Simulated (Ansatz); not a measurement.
Process, species as SMILES: OB(Br)Br -> [O-]B(Br)Br + H+
Each molecule is optimised on its own at B3LYP-D3(BJ)/def2-TZVP (Ansatz, a program for electronic structure), one conformer each, not searched for the lowest. Frequencies are from Ansatz.

Wanted: gas-phase deprotonation energy (enthalpy at 298 K, with B3LYP-D3(BJ) rigid-rotor harmonic-oscillator terms), in kcal/mol. Correlated levels leave the core frozen unless marked. No spin-orbit coupling. The frozen core is the preceding noble-gas configuration, with the filled d and f shells of earlier blocks. Non-relativistic. Anions need diffuse functions: aug- sets have them; def2-D sets add few; the other sets have none. CBS(X,Y): correlation extrapolated as X^-3; Hartree-Fock from the larger set.

```json
[
 {"level": "HF/aug-cc-pVQZ", "program": "Ansatz", "gas-phase deprotonation energy (kcal/mol)": "331.1"},
 {"level": "BLYP-D3(BJ)/def2-TZVPD", "program": "Ansatz + dftd3", "gas-phase deprotonation energy (kcal/mol)": "320.7"},
 {"level": "revPBE-D4/def2-TZVPD", "program": "Ansatz + dftd4", "gas-phase deprotonation energy (kcal/mol)": "324.3"},
 {"level": "r2SCAN/def2-TZVPD", "program": "Ansatz", "gas-phase deprotonation energy (kcal/mol)": "324.5"},
 {"level": "B3LYP/def2-TZVPD", "program": "Ansatz", "gas-phase deprotonation energy (kcal/mol)": "323.2"},
 {"level": "PBE0/6-31G*", "program": "Ansatz", "gas-phase deprotonation energy (kcal/mol)": "326.2"},
 {"level": "BHLYP/def2-TZVPD", "program": "Ansatz", "gas-phase deprotonation energy (kcal/mol)": "326.9"},
 {"level": "r2SCANh/def2-TZVPD", "program": "Ansatz", "gas-phase deprotonation energy (kcal/mol)": "325.3"},
 {"level": "r2SCAN0-D4/def2-TZVPD", "program": "Ansatz + dftd4", "gas-phase deprotonation energy (kcal/mol)": "326.5"},
 {"level": "r2SCAN0/def2-TZVPD", "program": "Ansatz", "gas-phase deprotonation energy (kcal/mol)": "326.4"},
 {"level": "wB97X-V/def2-TZVPD", "program": "Ansatz", "gas-phase deprotonation energy (kcal/mol)": "326.2"},
 {"level": "B2GP-PLYP-D4/def2-TZVPD", "program": "Ansatz + dftd4", "gas-phase deprotonation energy (kcal/mol)": "323.3"},
 {"level": "B2GP-PLYP/def2-TZVPD", "program": "Ansatz", "gas-phase deprotonation energy (kcal/mol)": "323.2"},
 {"level": "MP2/STO-3G", "program": "Ansatz", "gas-phase deprotonation energy (kcal/mol)": "406.7"},
 {"level": "SCS-MP2/aug-cc-pVDZ", "program": "Ansatz", "gas-phase deprotonation energy (kcal/mol)": "322.9"},
 {"level": "SCS-MP2/aug-cc-pVTZ", "program": "Ansatz", "gas-phase deprotonation energy (kcal/mol)": "325.5"},
 {"level": "CCSD/6-31G*", "program": "Ansatz", "gas-phase deprotonation energy (kcal/mol)": "325.6"},
 {"level": "CCSD/aug-cc-pVTZ", "program": "Ansatz", "gas-phase deprotonation energy (kcal/mol)": "328.2"},
 {"level": "CCSD/cc-pV5Z", "program": "Ansatz", "gas-phase deprotonation energy (kcal/mol)": "327.6"},
 {"level": "CCSD(T)/aug-cc-pVTZ", "program": "Ansatz", "gas-phase deprotonation energy (kcal/mol)": "326.2"},
 {"level": "CCSD(T)/CBS(aug-cc-pVTZ,aug-cc-pVQZ)", "program": "Ansatz", "gas-phase deprotonation energy (kcal/mol)": "324.3"}
]
```
